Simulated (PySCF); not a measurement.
**Assignment exercise: C₇H₆O**

Atom-mapped SMILES (the numbers label the heavy atoms): `[CH:1]#[C:2][C:3]1=[CH:4][CH2:5][CH2:6][C:7]1=[O:8]`; H(Xn) means a hydrogen on atom n.

All values are calculated (PySCF 2.14.0 with density-fitted response routines): σ from GIAO-PBE0/pcSseg-1, geometry from GFN2-xTB. One conformer, rapidly exchanging positions averaged, isolated molecule, relativity neglected.

Chemical shifts δ = σref − σ; $^{13}$C (186.93 ppm) and $^{1}$H (31.72 ppm) vs TMS, all at this level.

(1) Assign these signals to the numbered atoms. $^{13}$C{$^{1}$H} NMR (computed): δ 207.2 (C), 177.4 (CH), 135.4 (C), 95.9 (CH), 80.1 (C), 36.9 (CH2), 30.9 (CH2).

(2) Assign these signals to the numbered atoms. $^{1}$H NMR (600 MHz, computed): δ 8.04 (t, 1H), 2.99 (s, 1H), 2.66 (m, 2H), 2.40 (m, 2H).

Answers

(1) 
207.2 → C7, ketone carbonyl carbon: low-lying n→π* states of the double bond to the heteroatom give a large paramagnetic term (-264 ppm)
177.4 → C4, β carbon of a C=C–C=O unit: conjugation with the carbonyl draws π density from the β position
135.4 → C3, α carbon of a C=C–C=O unit: an sp2 carbon of a C=C bond
95.9 → C1, terminal alkyne carbon: the triple bond shields along its axis, which puts it between sp3 and sp2 carbons
80.1 → C2, alkyne carbon: the triple bond shields along its axis, which puts it between sp3 and sp2 carbons
36.9 → C6, sp3 CH2 α to a carbonyl: α to the electron-withdrawing carbonyl group
30.9 → C5, allylic sp3 CH2: a saturated carbon with 2 carbon neighbours and no heteroatom attached

(2) 
| δ (ppm) | atoms | environment | reason |
| --- | --- | --- | --- |
| 8.04 | H(C4) | hydrogen on a β carbon of a C=C–C=O unit | – |
| 2.99 | H(C1) | hydrogen on a terminal alkyne carbon | it lies on the axis of the triple bond, in its shielding cone |
| 2.66 | H(C5) | hydrogen on an allylic sp3 CH2 | allylic position |
| 2.40 | H(C6) | hydrogen on an sp3 CH2 α to a carbonyl | α to C=O |

Shifts are as computed. Against solution values, carbons near 30 ppm lie about +3 ppm off and those near 130 ppm about +5 ppm. Of 1211 compounds with measured shifts, 218 miss one by over three times the rms of a fit or turn the order of signals round; such compounds aren't used in these exercises. No couplings were computed; multiplicities are counted from neighbouring protons, with m where these are inequivalent, close in shift, in a saturated or five-membered ring or joined by F or P, and br s for small geminal =CH2 splittings.
